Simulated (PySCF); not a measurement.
C3H9BO2Si.
Z-matrix (Å and degrees, PBE0-D3(BJ)/def2-SVP geometry), rows numbered from 1:
```
C 
C   1  1.3430
C   2  1.5013  1  121.83
Si  3  1.9076  2  113.86  1   111.67
B   2  1.5745  1  120.05  3   176.19
O   5  1.3629  2  124.44  1    18.28
O   5  1.3604  2  117.01  1  -161.01
H   1  1.0960  2  122.46  3     1.90
H   1  1.0962  2  121.98  3  -176.65
H   3  1.1036  2  110.73  1  -128.72
H   3  1.1023  2  110.83  1    -9.88
H   4  1.4946  3  110.51  2   -24.01
H   4  1.4912  3  112.82  2    99.00
H   4  1.4990  3  108.38  2  -142.00
H   6  0.9616  5  112.72  2     4.33
H   7  0.9637  5  112.31  2   178.14
```

Level: wB97X-D/def2-SVPD in PySCF, non-relativistic, on one gas-phase PBE0-D3(BJ)/def2-SVP geometry that isn't relaxed in the solvent. The solvent is an IEF-PCM continuum (cavity from Bondi-type radii × 1.2), and excitations are vertical TDDFT with non-equilibrium linear response and a frozen core. Only the electrostatic response of the medium enters.

Gas-phase singlets (H = HOMO, L = LUMO):

```
state  E (eV)  λ (nm)      f  leading configuration
   S1   6.199     200  0.280                H→L 96%
   S2   6.785     183  0.001              H-1→L 59%
   S3   6.816     182  0.007              H→L+1 78%
   S4   7.756     160  0.026              H-4→L 41%
   S5   7.801     159  0.009              H→L+3 48%
```

Give the list for acetone (ε = 20.49), n² = 1.85.

| state | E (eV) | λ (nm) | f | leading configuration | change by rank (eV) |
| --- | --- | --- | --- | --- | --- |
| S1 | 6.105 | 203 | 0.353 | H→L 97% | -0.094 |
| S2 | 6.748 | 184 | 0.000 | H-1→L 77% | -0.037 |
| S3 | 6.898 | 180 | 0.010 | H→L+1 79% | +0.082 |
| S4 | 7.754 | 160 | 0.044 | H-4→L 41% | -0.002 |
| S5 | 7.835 | 158 | 0.007 | H→L+3 40% | +0.034 |

The ground-state energy changes by -0.269 eV from gas to acetone. By how much does the total energy of gas-phase S1 change?

E(S1) = E(S0) + excitation energy, so it changes by -0.269 − 0.094 = -0.363 eV: it is lowered more than the ground state, which is what a red shift means. This is the vertical state, with the slow part of the continuum still set for S0.

How do the frontier levels move from gas to acetone?

| orbital | gas (eV) | solvent (eV) | change (eV) |
| --- | --- | --- | --- |
| LUMO+2 | 2.40 | 2.47 | +0.07 |
| LUMO+1 | 1.46 | 1.62 | +0.16 |
| LUMO | 1.04 | 1.16 | +0.12 |
| HOMO | -9.17 | -9.07 | +0.10 |
| HOMO-1 | -10.73 | -10.68 | +0.05 |
| HOMO-2 | -11.09 | -11.17 | -0.08 |
| HOMO-3 | -11.34 | -11.32 | +0.02 |

The HOMO–LUMO gap goes from 10.21 to 10.24 eV. Rows go by rank; for HOMO-3, HOMO-2, HOMO-1 and LUMO+2 the atom shares or the degeneracy differ between the runs, so the row needn't follow one orbital.

The run took 72 s of wall time on one thread of an Arm Neoverse N1 (shared host), and the process peaked at 1.1 GiB of memory. This is the whole response run at wB97X-D/def2-SVPD in acetone, SCF included.

Note: wB97X-D ran without an empirical dispersion term, which enters the total energy and its gradient alone.
